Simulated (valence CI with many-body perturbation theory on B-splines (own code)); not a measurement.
# Yb¹⁹⁺: configurations and terms from energies and g

Calculated by configuration interaction combined with many-body perturbation theory (CI+MBPT): five valence electrons over a frozen Dirac-Fock core [Kr] 4d10, a basis of 7 s, 7 p, 7 d, 7 f, 4 g, 2 h functions for each j, with the one-electron correlation potential Σ1, the two-electron term Σ2, the three-electron term Σ3, Breit, model QED; selected CI, second order for the rest, scaled by the run's own slope (own B-spline code, finite nucleus).

No measured levels were compared; by estimate terms of the open shell hold to a few per cent of their energy, and close levels can change places. Among the levels kept, up to 1000 cm⁻¹ of a level comes from second order outside the variational space, and about a tenth of that is noise between levels of different J, which matters for small intervals. Only levels of the ground parity were solved; by the run's estimate the other parity begins above the list, which can be wrong where configurations are misplaced.

```tsv
No.	J	Parity	E (eV)	g
1	5/2	odd	0.0000	0.338
2	7/2	odd	0.6463	0.840
3	9/2	odd	1.302	1.069
4	11/2	odd	1.932	1.191
5	1/2	odd	2.085	-0.601
6	3/2	odd	2.101	1.020
7	5/2	odd	2.216	1.243
8	13/2	odd	2.522	1.261
9	7/2	odd	2.751	1.361
10	15/2	odd	3.046	1.300
11	9/2	odd	3.396	1.411
12	11/2	odd	4.062	1.433
15	3/2	odd	5.056	0.484
20	17/2	odd	6.083	0.998
```

Energies count from the lowest level. Strongly mixed levels and levels close to another of their J and parity are left out, so the numbers can have gaps.

Problem. Give configuration and LS term of each level.

Solution. 1: 4f⁵ ⁶H°; 2: 4f⁵ ⁶H°; 3: 4f⁵ ⁶H°; 4: 4f⁵ ⁶H°; 5: 4f⁵ ⁶F°; 6: 4f⁵ ⁶F°; 7: 4f⁵ ⁶F°; 8: 4f⁵ ⁶H°; 9: 4f⁵ ⁶F°; 10: 4f⁵ ⁶H°; 11: 4f⁵ ⁶F°; 12: 4f⁵ ⁶F°; 15: 4f⁵ ⁴F°; 20: 4f⁵ ⁴M°.
